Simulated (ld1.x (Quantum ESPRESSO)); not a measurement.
**What one change does to a pseudopotential (arsenic, ultrasoft)**

| Quantity | Value |
| --- | --- |
| Element | arsenic (As) |
| Generator | ld1.x (Quantum ESPRESSO) 7.5 |
| Type | ultrasoft |
| Functional | PBEsol |
| Relativity | scalar-relativistic |
| Frozen core | [Ar] |
| Valence charge | 15 |
| Reference configuration | 3d10 4s1.75 4p3.25 |
| Partial waves | 4s (bound): rcut 1.35, rcutus 1.85 bohr; 4s channel at 0.2 Ry: rcut 1.35, rcutus 1.85 bohr; 4p (bound): rcut 1.50, rcutus 1.75 bohr; 4p channel at 0.05 Ry: rcut 1.50, rcutus 1.75 bohr; 3d (bound): rcut 1.20, rcutus 1.30 bohr; 3d channel at -2.6 Ry: rcut 1.20, rcutus 1.30 bohr |
| Local potential | all-electron potential smoothed inside 1.40 bohr (lloc = -1) |
| Core correction | a·sin(br)/r model core, default radius (core density twice the valence density) |
| Augmentation charge | PSQ, inside the norm-conserving radii |

All-electron outer shells of the reference configuration (PBEsol, scalar-relativistic, ld1.x):

| shell | level (eV) | outermost node (bohr) | outermost maximum (bohr) |
| --- | --- | --- | --- |
| 3s | -190.34 | 0.25 | 0.52 |
| 3p | -133.90 | 0.22 | 0.52 |
| 3d | -41.06 | – | 0.47 |
| 4s | -14.73 | 0.73 | 1.61 |
| 4p | -5.36 | 0.78 | 1.97 |

Change: waves 4s (bound): rcut 1.35, rcutus 2.30 bohr; 4s channel at 0.2 Ry: rcut 1.35, rcutus 2.30 bohr.

Cutoffs: the cutoffs (Ry, on a coarse ladder) from which the occupation-weighted sum of valence levels, in a spherical-Bessel basis at the reference potential, stays within 10 and 1 mRy of its value at 400 Ry; they do not see the model core or the augmentation charge, which bear on the density cutoff. Errors are all-electron minus pseudo energies relative to the spin-unpolarised reference configuration.

Q: What does the change do?

A: The potential gets neither clearly harder nor softer (90 Ry and 140 Ry → 90 Ry and 140 Ry); of the 7 tests that both files solve, the error grows in 0 and shrinks in 2 by more than 15 % and 0.3 meV (median size 1.9 → 1.0 meV); neither file shows a bound ghost.

```tsv
quantity	base	changed
cutoff, loose	90 Ry	90 Ry
cutoff, tight	140 Ry	140 Ry
bound ghosts	none	none
error for 3d10 4s2 4p3, meV [ΔE -2.33 eV]	+0.2	+0.2
error for 3d10 4s2 4p2, meV [ΔE 6.82 eV]	-1.0	-1.0
error for 3d10 4s2 4p1, meV [ΔE 24.77 eV]	-4.8	-5.1
error for 3d10 4s1 4p0, meV [ΔE 103.12 eV]	-65	-53
error for 3d10 4s2 4p2.5, meV [ΔE 1.22 eV]	-0.3	-0.2
error for 3d10 4s2 4p0, meV [ΔE 52.49 eV]	-16	-16
error for 3d10 4s0 4p5, meV [ΔE 16.74 eV]	-1.9	0.0
lowest overlap eigenvalue by channel	s 0.34, p 0.60, d 1.00	s 0.24, p 0.60, d 1.00
```
